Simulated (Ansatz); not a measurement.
Consider the silylene formation by 1,1-elimination: `N[SiH2][SiH](N)O` → `N[SiH](N)O` + `[SiH2]`.

Gas-phase electronic energies from Ansatz, PBE0-D4/def2-TZVP geometries. CBS: MP2 limit from def2 TZ/QZ plus the TZ coupled-cluster correction, frozen cores. This one scheme is used for every species. DFT in def2-TZVPP. One conformer a species, not always the lowest.

CCSD(T)/CBS gives +1.96 eV.

Task: Another level gave +2.00 eV. Which?
A. BHLYP-D4/def2-TZVPP
B. PBE0-D4/def2-TZVPP
C. CCSD/def2-TZVPP
D. PBE-QIDH/def2-TZVPP

Result: A. BHLYP-D4 2.00, PBE-QIDH 2.13, PBE0-D4 2.18, CCSD/def2-TZVPP 1.81 eV.

Largest T1 diagnostic among the species: 0.014.

From BLYP to BHLYP (50 % exact exchange), in def2-TZVPP and without D4, ΔE moves by +0.14 eV. The D4 term adds +0.15 eV with B3LYP and +0.08 eV with PBE0; it sums over pairs of atoms, weighted by their polarisabilities, and B3LYP, whose exchange is more repulsive, gets the larger term.

B3LYP here is the variant with VWN-RPA as its local correlation; programs differ in this.
